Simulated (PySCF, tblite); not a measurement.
Isomers of [C6H6O2]+ (charge +1 and doublet state), one GFN2-xTB conformer each. Single-point energies are computed at B3LYP/pcH-1 (PySCF, gas phase, no added dispersion term), electronic only. GFN2-xTB treats the open shell by occupation alone, and not every SCF solution was tested for stability.

Problem. Rank them by B3LYP/pcH-1 energy, lowest first (kJ/mol).
A. `[CH3:1][C:2](=[O:3])[C@@H:4]1[CH+:5][C:6]1[CH:7]=[O:8]` (charge +1 and doublet state) with C1–C2–C4–C5 -115°, C5–C6–C7–O8 116°
B. `[OH:1][C:2]1=[CH:3][CH:4]=[CH:5][CH:6][C+:7]1[OH:8]` (charge +1 and doublet state) with H–O1–C2–C3 0°, C6–C7–O8–H 180°

Solution. B (0.0), A (421.9).

As drawn, the lower has an O–H bond, which the higher lacks; the higher has a three-membered ring, which the lower lacks. GFN2-xTB itself gives, in the same order: 0.0, 382.4. Both levels put the same isomer lowest.

Problem. What happens when harmonic zero-point energies from GFN2-xTB frequencies are added?

Solution. 
```
                   SMILES  ZPE (kJ/mol)  electronic (kJ/mol)  with ZPE (kJ/mol)
       OC1=CC=C[CH][C+]1O         273.3                  0.0                0.0
CC(=O)[C@@H]1[CH+][C]1C=O         255.0                421.9              403.6
```

The zero-point energies span 18.3 kJ/mol. The order is unchanged.
